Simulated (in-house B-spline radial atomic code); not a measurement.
A fraction x of an electron is moved 5p → 5d in Sm4+, starting from [Xe] 4f4 and keeping the highest spin. Level of theory: scalar-relativistic (X2C) PBE0, spin-polarised, spherical fractional occupations, Fermi nucleus of rms radius 5.0819 fm; calculated with a B-spline radial code for spherical atoms.

Caution: exact exchange at fractional occupations of open shells leaves self-interaction of up to several eV.

| x | E(x) - E(0) (eV) | 5p down level (eV) | 5d up level (eV) |
| --- | --- | --- | --- |
| 0 | 0.0000 | -66.173 | - |
| 0.125 | 3.7800 | -66.116 | -36.067 |
| 0.25 | ? | ? | ? |
| 0.375 | 11.1964 | -65.982 | -36.700 |
| 0.5 | 14.8327 | -65.906 | -37.008 |
| 0.625 | ? | ? | ? |
| 0.75 | 21.9600 | -65.734 | -37.615 |
| 0.875 | 25.4504 | -65.639 | -37.913 |
| 1 | 28.8914 | -65.537 | -38.207 |

What belongs in the row x = 0.25?

An energy change of 7.5121 eV; 5p down at -66.052 eV, 5d up at -36.386 eV.

What belongs in the row x = 0.625?

An energy change of 18.4207 eV; 5p down at -65.823 eV, 5d up at -37.313 eV.

Check Janak's theorem between x = 0.375 and 0.5.

The slope of the energy is 29.09 eV; the orbital levels give 29.09 eV (ε of the receiving orbital less ε of the emptying one, averaged over the two points).
